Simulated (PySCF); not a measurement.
BrGeH3Se.

```xyz
6

Se     0.1137    -0.0715     1.0805
Br     0.4077    -1.6122    -0.6362
Ge    -0.5075     1.6517    -0.3902
H     -0.7865     2.8621     0.5122
H      0.6555     1.9234    -1.3479
H     -1.7632     1.2181    -1.1509
```
Charge 0, spin multiplicity 1.

Coordinates come from a ωB97X-D3(BJ)/def2-SVP optimisation. The structure was generated by enumeration, and PubChem lists no compound with its InChIKey, so it may never have been made.

The numbers are results of PBE/pcSseg-1 run with PySCF, not measurements. Non-relativistic, no solvent.

Computed absolute GIAO shielding of each atom: isotropic value and principal components (ppm):
```
atom  σ(iso)     σ11     σ22     σ33    span
----  ------  ------  ------  ------  ------
Se1   1186.6     5.7  1041.2  2513.0  2507.3
Br2   2434.6  1851.2  2434.3  3018.2  1167.1
Ge3   1414.9  1276.6  1386.8  1581.2   304.7
H4      26.1    19.3    20.8    38.4    19.1
H5      26.2    19.2    22.3    37.1    17.9
H6      26.2    19.2    22.3    37.1    17.9
```
